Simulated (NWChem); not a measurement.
System: C₂H₃BFNO; SMILES FB1C=NCO1

```xyz
9

F      0.1058    -2.1149     0.0000
B      0.0751    -0.7851     0.0000
C      1.2238     0.2924     0.0000
N      0.6814     1.4727     0.0000
C     -0.7491     1.3029     0.0000
O     -1.1025    -0.0862     0.0000
H      2.3257     0.2050     0.0000
H     -1.1872     1.7912     0.8987
H     -1.1872     1.7912    -0.8987
```
Atoms are numbered in this order, from 1.

Level: PBE-D3(BJ)/def2-SVP (NWChem), optimised geometry, unscaled harmonic frequencies. 

Task: List the harmonic frequencies with IR intensities, and the thermochemistry.

Result: 
| frequency (cm⁻¹) | IR intensity (km/mol) |
|---|---|
| 209 | 0.1 |
| 365 | 1.9 |
| 384 | 28.7 |
| 569 | 4.2 |
| 628 | 12.2 |
| 757 | 5.2 |
| 854 | 24.4 |
| 867 | 9.0 |
| 974 | 40.8 |
| 1009 | 66.6 |
| 1027 | 9.4 |
| 1159 | 47.2 |
| 1175 | 0.2 |
| 1261 | 20.2 |
| 1322 | 25.8 |
| 1383 | 32.0 |
| 1464 | 346.0 |
| 1586 | 9.3 |
| 2976 | 11.6 |
| 3024 | 4.4 |
| 3088 | 12.6 |

The zero-point energy comes out as 37.3 kcal/mol. The thermal correction to the enthalpy at 298.15 K (with zero-point energy) is 40.9 kcal/mol and the heat capacity Cv is 16.9 cal/(mol K). The entropy at 298.15 K and 1 atm (symmetry number 1) comes out as 71.4 cal/(mol K) and the dipole moment is 0.88 D.

Rigid rotor and harmonic oscillator.
